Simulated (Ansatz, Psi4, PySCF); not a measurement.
F₄Si (SMILES F[Si](F)(F)F), singlet, at a GFN2-xTB geometry. Base run: B3LYP/6-31G** (PySCF).

Geometry (Å):
```xyz
5

Si     0.0000     0.0000     0.0000
F      0.8855     0.9040     0.9223
F     -0.9139    -0.9124     0.8856
F     -0.8940     0.9041    -0.9140
F      0.9224    -0.8957    -0.8939
```
All else is at PySCF's defaults.

The same geometry, method and basis name were run in Ansatz (a program for electronic structure) and Psi4 and PySCF, at each program's defaults and at the settings that a row names. The base is PySCF at its defaults. Differences at the defaults can come from grids, fitting, cores and function types together.

```json
[
 {"code and settings": "PySCF, defaults (exact integrals, its default grid, spherical functions)", "ΔE vs base (mEh)": "0.000", "basis functions": "74", "E (Eh)": "-689.09956", "SCF cycles": "7"},
 {"code and settings": "Psi4, defaults (density fitting with its default set, its default grid, Cartesian functions)", "ΔE vs base (mEh)": "-8.427", "basis functions": "79", "E (Eh)": "-689.10798", "SCF cycles": "6"},
 {"code and settings": "Ansatz, defaults (factorised integrals, its default grid, Cartesian functions)", "ΔE vs base (mEh)": "-8.382", "basis functions": "79", "E (Eh)": "-689.10794", "SCF cycles": "-"},
 {"code and settings": "PySCF, density fitting with def2-universal-jkfit", "ΔE vs base (mEh)": "-0.059", "basis functions": "74", "E (Eh)": "-689.09962", "SCF cycles": "7"},
 {"code and settings": "PySCF, fine grid", "ΔE vs base (mEh)": "0.008", "basis functions": "74", "E (Eh)": "-689.09955", "SCF cycles": "7"},
 {"code and settings": "Psi4, exact integrals, spherical functions, fine grid", "ΔE vs base (mEh)": "0.003", "basis functions": "74", "E (Eh)": "-689.09955", "SCF cycles": "9"},
 {"code and settings": "Ansatz, high accuracy, Cartesian functions as the basis file defines them", "ΔE vs base (mEh)": "-8.407", "basis functions": "79", "E (Eh)": "-689.10796", "SCF cycles": "-"}
]
```
